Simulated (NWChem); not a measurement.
System: ZrH2F2; SMILES [F][ZrH2][F]

NWChem input:

```
start job
memory heap 200 mb stack 900 mb global 1100 mb
geometry units angstroms noautoz
  Zr     0.000000     0.000000    -0.191304
  F      1.583880     0.000000     0.832965
  F     -1.583880     0.000000     0.832965
  H      0.000000    -1.509383    -1.257965
  H      0.000000     1.509383    -1.257965
end
basis spherical
  * library def2-svpd
end
ecp
  Zr library def2-ecp
end
dft
  xc b3lyp
  iterations 150
end
tddft
  cis
  nroots 6
  notriplet
end
task tddft energy
```

Geometry: optimised at PBE0/def2-SVP. Not confirmed as a minimum by frequencies. def2 effective core potentials on Zr; no spin-orbit coupling.

Vertical excitations in the gas phase.

### Question
Give the results of this calculation. (B3LYP/def2-SVPD with def2 effective core potentials on Zr, TDA.) Quantities: lowest excitation, singlet (eV); oscillator strength of that lowest state; lowest state with f > 0.02, singlet (eV); oscillator strength of that bright state; orbital gap (eV).

### Answer
```
Item                                      Value
----------------------------------------  -----
lowest excitation, singlet (eV)            4.26
oscillator strength of that lowest state  0.000
lowest state with f > 0.02, singlet (eV)   5.12
oscillator strength of that bright state  0.038
orbital gap (eV)                           5.85
```
